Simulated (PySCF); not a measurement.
Some computed properties have been withheld. Give your best values.

Compound: ClH₁₁Si₅.
InChI=1S/ClH11Si5/c1-5-6(2,3)4/h5H2,2-4H3

Conformer (atom-mapped SMILES and torsion angles): `[SiH3:1][Si:2]([SiH3:3])([SiH3:4])[SiH2:5][Cl:6]`: Si1–Si2–Si5–Cl6 -60°.

```tsv
property	level	value
point group of the GFN2-xTB geometry	GFN2-xTB	?
rotational constants A, B, C of the GFN2-xTB geometry	GFN2-xTB	?
dipole moment	PBE0/def2-SVPD	?
HOMO energy	PBE0/def2-SVPD	-8.06 eV
LUMO energy	PBE0/def2-SVPD	-0.98 eV
lowest singlet excitation	TDDFT PBE0/def2-SVPD	5.91 eV (210 nm, f = 0.013)
strongest line among the 6 lowest singlet transitions	TDDFT PBE0/def2-SVPD	S6 at 6.50 eV (191 nm, f = 0.023)
lowest triplet excitation (Tamm–Dancoff)	TDA PBE0/def2-SVPD	5.31 eV
static isotropic polarisability	PBE0/def2-SVPD	?
electronic spatial extent ⟨r²⟩ about the centre of nuclear charge	PBE0/def2-SVPD	?
1H chemical shifts (computed TMS as zero) by class	GIAO PBE0/pcSseg-1	?
isotropic shieldings of nuclei other than C and H, by class	GIAO PBE0/pcSseg-1	371 (1 Si), 460 (3 Si), 502 (1 Si), 1034 (1 Cl) ppm
```

The electronic properties come from PySCF, for the isolated species, density fitting. NMR classes are plain means over equivalent atoms (diastereotopic ones count apart unless rotation or inversion swaps them), as if these changed places fast; in this geometry the members of some classes differ.

(1) What is the electronic spatial extent ⟨r²⟩ about the centre of nuclear charge?

(2) What is the point group of the GFN2-xTB geometry?

(3) Give the static isotropic polarisability.

(4) Give the 1H chemical shifts (computed TMS as zero) by class.

(5) What is the dipole moment?

(6) Give the rotational constants A, B, C of the GFN2-xTB geometry.

Answers

(1) 2341 bohr².

(2) Cs.

(3) 164.0 au.

(4) 5.50 (2 H), 3.67 (9 H) ppm.

(5) 1.39 D.

(6) 1.015, 0.603, 0.602 GHz.

The dipole matches unit charges of opposite sign 0.29 Å apart (1 e·Å = 4.8032 D). In wavenumbers S1 is 47600 cm⁻¹ (1 eV = 8065.54 cm⁻¹). The rotational constants make it an asymmetric top with κ = (2B − A − C)/(A − C) = -0.99, nearer the prolate limit (−1). With B = h/(8π²I), that is 505.379 GHz u Å² over I, the principal moments of inertia are 498.0, 837.7 and 839.8 u Å² (most abundant isotopes).

For the NMR shielding job (PBE0/pcSseg-1), cost: about 1.9 min of CPU time on one thread (grids of density and orbitals included); the machine was shared, so the figure is rough.
